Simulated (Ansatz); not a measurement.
## Which isomer of CH6GeOS gives these data?

These gas-phase data were calculated for one isomer of CH6GeOS at B3LYP-D3(BJ)/def2-SVP (harmonic, unscaled wavenumbers; equilibrium rotational constants with average atomic masses):

* rotational constants: 6.871, 2.001, 1.875 GHz
* all wavenumbers above 1500 cm⁻¹: 3843, 3152, 3142, 3043, 2181, 2100

Candidates:

(1) `[CH3][Ge@H]([OH])[SH]`, a singlet
(2) `C[S][GeH2][OH]`, a singlet

Question: Which structure fits?

Answer: Candidate (2). No mode falls between 2500 and 2800 cm⁻¹, where the S–H stretch of (1) would stand.

The same quantities for all candidates:

```tsv
	rotational constants (GHz)	wavenumbers above 1500 cm⁻¹	E above the lowest, B3LYP-D3(BJ)/def2-SVP (kcal/mol)
(1)	5.181, 2.637, 2.05	3838, 3156, 3149, 3047, 2669, 2116	0.0
(2)	6.871, 2.001, 1.875	3843, 3152, 3142, 3043, 2181, 2100	13.6
```

Harmonic stretches to hydrogen usually lie a few per cent above observed fundamentals. Each candidate is one conformer. Programs: Ansatz 0.2.0.
